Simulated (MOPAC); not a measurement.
MOPAC input (AM1):

```
AM1 1SCF CHARGE=-1 GEO-OK AUX(PRECISION=9) THREADS=1
Br3Si

Br    2.05824500 1   -0.48966400 1   -0.13878700 1
Si    0.00002700 1   -0.00460600 1    1.02396700 1
Br   -1.45372500 1   -1.53672400 1   -0.14340600 1
Br   -0.60453000 1    2.02823000 1   -0.12739300 1
```

From the output:

```
                                                       MOPAC v23.2.5 Linux

          FINAL HEAT OF FORMATION =       -112.51576 KCAL/MOL =    -470.76595 KJ/MOL

          COSMO AREA              =        149.15 SQUARE ANGSTROMS
          COSMO VOLUME            =        149.15 CUBIC ANGSTROMS

          IONIZATION POTENTIAL    =          3.661707 EV
          HOMO LUMO ENERGIES (EV) =         -3.662  3.578
          NO. OF FILLED LEVELS    =         13
          MOLECULAR WEIGHT        =        267.7975         POINT GROUP:  C3v

          MOLECULAR DIMENSIONS (Angstroms)

            Atom       Atom       Distance
           Br     4   Br     1     3.66474
           Br     3   Br     4     3.17375
           Br     1   Si     2     1.16051

          SCF CALCULATIONS        =          1

   ATOM   CHEMICAL          X               Y               Z
  NUMBER   SYMBOL      (ANGSTROMS)     (ANGSTROMS)     (ANGSTROMS)

     1      Br          2.05824500  *  -0.48966400  *  -0.13878700  *
     2      Si          0.00002700  *  -0.00460600  *   1.02396700  *
     3      Br         -1.45372500  *  -1.53672400  *  -0.14340600  *
     4      Br         -0.60453000  *   2.02823000  *  -0.12739300  *

                             CARTESIAN COORDINATES

   1   Br        2.058245000    -0.489664000    -0.138787000
   2   Si        0.000027000    -0.004606000     1.023967000
   3   Br       -1.453725000    -1.536724000    -0.143406000
   4   Br       -0.604530000     2.028230000    -0.127393000

           Empirical Formula: Br3 Si  =     4 atoms

      MOLECULAR POINT GROUP   :   C3v

                  EIGENVALUES
 -25.56911 -25.50038 -25.50038 -10.47936  -8.49952  -8.49952  -7.42034  -6.81372
  -6.81372  -6.38958  -6.29253  -6.29253  -3.66171   3.57812   3.57813   3.88488

              NET ATOMIC CHARGES AND DIPOLE CONTRIBUTIONS

  ATOM NO.   TYPE          CHARGE      No. of ELECS.   s-Pop       p-Pop
    1         Br          -0.407149        7.4071     1.97008     5.43707
    2         Si           0.221448        3.7786     1.40993     2.36862
    3         Br          -0.407149        7.4071     1.97008     5.43707
    4         Br          -0.407149        7.4071     1.97008     5.43707
 DIPOLE           X         Y         Z       TOTAL
 POINT-CHG.     0.000    -0.008     1.819     1.819
 HYBRID        -0.000     0.014    -3.140     3.140
 SUM           -0.000     0.006    -1.321     1.321

          ATOMIC ORBITAL ELECTRON POPULATIONS

     Atom    s        px        py        pz
    1 Br   1.97008   1.62578   1.95334   1.85796
    2 Si   1.40993   0.56476   0.56477   1.23910
    3 Br   1.97008   1.79956   1.78051   1.85700
    4 Br   1.97008   1.94264   1.63413   1.86030

 **********************
 *                    *
 * JOB ENDED NORMALLY *
 *                    *
 **********************

 == MOPAC DONE ==
```

The dipole moment of an ion depends on the origin.

The geometry given is a B3LYP-D3(BJ)/def2-TZVP minimum.
